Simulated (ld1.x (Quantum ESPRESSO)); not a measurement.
## An all-electron radial function and its pseudo partner (Se (Z = 34))

Columns: radius, all-electron u(r) and pseudo u(r) of the 4p shell (level -6.51 eV) of selenium in the configuration [Ar] 3d10 4s2 4p4; PBE, scalar-relativistic, ultrasoft scheme, ld1.x (Quantum ESPRESSO) 7.5.

| r (bohr) | all-electron | pseudo |
| --- | --- | --- |
| 0.080 | 0.1784 | 0.0039 |
| 0.160 | 0.1163 | 0.0156 |
| 0.240 | -0.0794 | 0.0346 |
| 0.320 | -0.2369 | 0.0606 |
| 0.400 | -0.3064 | 0.0928 |
| 0.480 | -0.2964 | 0.1304 |
| 0.560 | -0.2318 | 0.1725 |
| 0.640 | -0.1359 | 0.2181 |
| 0.720 | -0.0261 | 0.2660 |
| 0.800 | 0.0860 | 0.3154 |
| 0.880 | 0.1934 | 0.3652 |
| 0.960 | 0.2918 | 0.4143 |
| 1.040 | 0.3792 | 0.4620 |
| 1.120 | 0.4550 | 0.5074 |
| 1.200 | 0.5193 | 0.5498 |
| 1.280 | 0.5727 | 0.5884 |
| 1.360 | 0.6159 | 0.6226 |
| 1.440 | 0.6498 | 0.6518 |
| 1.520 | 0.6752 | 0.6755 |
| 1.600 | 0.6932 | 0.6932 |
| 1.680 | 0.7046 | 0.7046 |
| 1.760 | 0.7101 | 0.7101 |
| 1.840 | 0.7107 | 0.7107 |
| 1.920 | 0.7070 | 0.7070 |
| 2.000 | 0.6997 | 0.6997 |
| 2.080 | 0.6895 | 0.6895 |

Question: How many radial nodes do the two functions have?

Answer: The all-electron 4p function has n − l − 1 = 2; the pseudo-wave has 0, since the states of the same l below it are removed with the core.

Question: At about which radius was the pseudo-wave matched?

Answer: 1.60 bohr, where the columns begin to agree (steps of 0.08 bohr).

Question: Where does each function peak?

Answer: Outermost all-electron maximum near 1.84 bohr, pseudo maximum near 1.84 bohr (to the table’s step).

Question: Is the pseudo-wave norm-conserving?

Answer: No, it belongs to an ultrasoft set: the norm inside the radius is not constrained, and the difference is carried by the augmentation charge.
